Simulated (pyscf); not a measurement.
Structures and frequencies: ωB97X-D3(BJ)/def2-SVP in PySCF.

Q: How much does it cost (ΔH, 298 K, ωB97M-D3(BJ)/def2-TZVP) to split Cl–CH₂–Zn–Cl at its C–Zn bond into •H₂C–Cl + [Cl–Zn]•?

A: C–Zn to •H₂C–Cl + [Cl–Zn]•: 273.4 kJ/mol. The 7 functionals that were run give +252.7 (r²SCAN) to +284.3 kJ/mol (ωB97X-D3(BJ)). The term symbol of open-shell Cl–Zn was not checked; spin-orbit terms are left out. Elements up to Kr have no core potential and no relativistic terms here.
